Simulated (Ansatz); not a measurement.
`CB(N)Br` + `COB(O)Cl` → `CB(N)Cl` + `COB(O)Br`  (redistribution)

Gas-phase electronic energies from Ansatz, PBE0-D4/def2-TZVP geometries. CCSD(T)/CBS adds triple-zeta CCSD(T) − MP2 to the extrapolated MP2 energy (def2 sets, frozen cores). This one scheme is used for every species. Functionals use def2-TZVPP. B3LYP here is the variant with VWN-RPA as its local correlation; programs differ in this. For Br outer-core shells are correlated without core-valence functions, which leaves a few kJ/mol of doubt a bond. Scalar relativity is left out up to krypton. One conformer a species, not always the lowest.

Question: Is it downhill or uphill in electronic energy at CCSD(T)/CBS, and by how much? (An estimate is asked.)

Answer: Ansatz gave: Nearly level: ΔE = +1.4 kJ/mol.

Question: What do these levels give: PBE-D4, r2SCAN-D4, PBE0-D4, B3LYP-D4, B2PLYP, PBE, PBE0, B3LYP, MP2/def2-TZVPP, HF/def2-QZVPP, MP2/def2-QZVPP, MP2/CBS(def2)? (Estimate.)

Answer: Ansatz gave: PBE-D4 -0.3, r2SCAN-D4 0.2, PBE0-D4 0.7, B3LYP-D4 0.8, B2PLYP 1.5, PBE -0.2, PBE0 0.8, B3LYP 1.0, MP2/def2-TZVPP 1.9, HF/def2-QZVPP 3.5, MP2/def2-QZVPP 1.3, MP2/CBS(def2) 0.9 kJ/mol.

Largest T1 diagnostic among the species: 0.012.
